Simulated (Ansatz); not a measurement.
HP, SMILES [PH], multiplicity 3.

The structure is a stationary point at PBE0-D3(BJ)/def2-TZVPD.

Two levels are set side by side: PBE/def2-TZVPD (Ansatz, an electronic-structure program) and PBE0/def2-TZVPD (Ansatz). Energy differences of separate SCF runs at the same geometry; the states with an electron removed or added have multiplicity 2 and 2. Differences are taken from unrounded values.

```csv
quantity,PBE0,PBE,PBE minus PBE0
vertical ionisation energy (eV),10.28,10.24,-0.04
vertical electron affinity (eV),0.70,0.73,0.03
```
